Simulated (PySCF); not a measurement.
A calculated (MN15, PySCF 2.14, pcseg-2, the non-relativistic Hamiltonian (point nucleus)) atom or ion has these occupied shells.

```
shell  electrons  orbital energy (eV)  rms radius, mean of both spins (bohr)
 1s α          1              -2072.7                                  0.121
 1s β          1              -2072.4                                  0.121
 2s α          1              -174.60                                  0.577
 2s β          1              -174.34                                  0.577
 2p α          3              -129.92                                  0.543
 2p β          3              -129.60                                  0.543
 3s α          1              -16.829                                   2.08
 3s β          1              -13.597                                   2.08
 3p α          3               -7.928                                   2.52
```

(1) Name the element and its charge.

## Answers

(1) P (phosphorus, neutral), in [Ne] 3s2 3p3, high-spin 4S determinant.
